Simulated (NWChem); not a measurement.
Molecule: GaF, singlet; SMILES [Ga][F]

```xyz
2

Ga     0.0000     0.0000    -0.3948
F      0.0000     0.0000     1.3843
```
Atoms are numbered in this order, from 1.

Level: PBE0/def2-SVP (NWChem), optimised geometry, unscaled harmonic frequencies. Low-valent species are run as closed-shell singlets; no triplet was tried in these runs.

```json
[
 {"frequency (cm⁻¹)": "658", "IR intensity (km/mol)": "90.8"}
]
```

| Quantity | Value |
|---|---|
| zero-point energy | 0.9 kcal/mol |
| thermal correction to the enthalpy at 298.15 K (with zero-point energy) | 3.1 kcal/mol |
| heat capacity Cv | 5.9 cal/(mol K) |
| entropy at 298.15 K and 1 atm (symmetry number 1) | 54.3 cal/(mol K) |
| dipole moment | 1.88 D |

Rigid rotor and harmonic oscillator.
